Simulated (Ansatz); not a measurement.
Abridged output of a molecular run in Ansatz:

```
Functional definition: HF
1661 factors; integrals over basis functions are off by at most 1.1e-3 eV
mean field evaluation 1: about -19031.7085 eV, gradient 4.4e1 eV
mean field evaluation 2: about -19031.9680 eV, gradient 4.4e1 eV
mean field evaluation 4: about -19036.8478 eV, gradient 5.1e0 eV
mean field evaluation 8: about -19036.9512 eV, gradient 2.6e-1 eV
mean field -19036.95174186 eV, -699.5950728042 hartree, gradient 9.6e-6 eV, S^2 0.000000; 0 other end points of the search recorded, 0 dependent functions left out
13 core orbitals not correlated: weight in the atoms' cores, before any rotation towards them, 1.000 or more for the frozen orbitals, at most 0.000 for the correlated occupied ones
reference -19036.95174186 eV, -699.5950728042 hartree; 14, 14 occupied and 262, 262 virtual orbitals, 1661 factors
second order -19.77838063 eV of doubles, -0.00000000 eV of singles
cycle   1  -20.70236380 eV  change   -9.2e-1 eV  update   1.1e-1
cycle   2  -21.29260642 eV  change   -5.9e-1 eV  update   3.3e-2
cycle   3  -21.40430185 eV  change   -1.1e-1 eV  update   1.7e-2
cycle   4  -21.39355836 eV  change    1.1e-2 eV  update   4.7e-3
cycle   5  -21.39329138 eV  change    2.7e-4 eV  update   2.2e-3
cycle   6  -21.39307428 eV  change    2.2e-4 eV  update   6.7e-4
cycle   7  -21.39289598 eV  change    1.8e-4 eV  update   2.3e-4
cycle   8  -21.39298252 eV  change   -8.7e-5 eV  update   8.8e-5
cycle   9  -21.39299910 eV  change   -1.7e-5 eV  update   3.1e-5
perturbative correction -0.90757540 eV, -0.0333527809 hartree
Total energy: -19059.25231637 eV, -700.4146038013 hartree
```

Its atoms:

Z-matrix (Å, degrees):
```
C
Si 1 1.879
H 1 1.093 2 110.8
H 1 1.092 2 111.0 3 -120.0
H 1 1.093 2 110.8 3 120.0
B 2 1.995 1 113.9 3 -60.0
H 2 1.492 1 109.6 3 61.5
H 2 1.492 1 109.6 3 178.5
Si 6 1.943 2 159.1 1 180.0
N 6 1.380 2 140.0 1 -0.0
H 9 1.485 6 125.0 2 -90.0
H 9 1.485 6 125.0 2 89.9
H 10 1.009 6 136.7 2 -0.0
```

(1) Which basis set was used?
A. def2-QZVPP
B. def2-SVP
C. def2-TZVPPD
D. def2-TZVPP

(2) Write the keys of the input that set method, charge and spin (a neutral closed shell needs none for the last two).

Answers

(1) D. It gives 289 functions.

(2) 
```yaml
correlation: {method: ccsd_t}
```
